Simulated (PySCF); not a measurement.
The vertical singlet excitations below were computed for one of the candidates. Level of theory: TDDFT CAM-B3LYP/def2-SVPD, vertical, gas phase, core orbitals frozen in the response (PySCF). Geometries: PBE0-D3(BJ)/def2-SVP, one conformer each.

```json
{"state": "S1", "E (eV)": "5.81", "λ (nm)": "213.6", "f": "0.0015"}
{"state": "S2", "E (eV)": "5.97", "λ (nm)": "207.7", "f": "0.0021"}
{"state": "S3", "E (eV)": "7.22", "λ (nm)": "171.8", "f": "0.158"}
{"state": "S4", "E (eV)": "7.30", "λ (nm)": "169.8", "f": "0.053"}
{"state": "S5", "E (eV)": "7.32", "λ (nm)": "169.4", "f": "0.247"}
{"state": "S6", "E (eV)": "7.58", "λ (nm)": "163.6", "f": "0.0054"}
{"state": "S7", "E (eV)": "7.75", "λ (nm)": "159.9", "f": "0.015"}
{"state": "S8", "E (eV)": "7.78", "λ (nm)": "159.4", "f": "0.032"}
{"state": "S9", "E (eV)": "7.90", "λ (nm)": "157.0", "f": "0.0096"}
{"state": "S10", "E (eV)": "7.95", "λ (nm)": "156.0", "f": "0.034"}
```

Task: Which structure fits?
A. `B1[C@H]2CCC[C@@H]1CCC2`
B. `Fc1cc(F)c2c(c1)C2`
C. `C=CC[C@@H]1CBCCC1`

Result: C. Its S1, at 5.81 eV, is the highest among the candidates; the nearest of the others has S1 at 5.30 eV. S1 is HOMO-1→LUMO (62%), HOMO-2→LUMO (15%), HOMO→LUMO (12%). Löwdin shares by element: HOMO carbon 78% or more (atoms not listed hold the other 22%); LUMO boron 47%, carbon 24% or more, hydrogen 9% or more (atoms not listed hold the other 21%). At the same level the other candidates give, for their lowest levels:
- `Fc1cc(F)c2c(c1)C2`: 5.30 eV (f 0.028); 5.95 eV (f 0.002); 6.69 eV (f 0.008); 6.80 eV (f 0.016); 6.82 eV (f 0.345); T1 4.03 eV; HOMO -8.44, LUMO 0.32 eV
- `B1[C@H]2CCC[C@@H]1CCC2`: 5.29 eV (f 0.003); 5.88 eV (f 0.009); 7.20 eV (f 0.007); 7.31 eV (f 0.001); 7.70 eV (f 0.031); T1 4.87 eV; HOMO -8.77, LUMO 0.43 eV
Triplets come from the Tamm–Dancoff approximation.
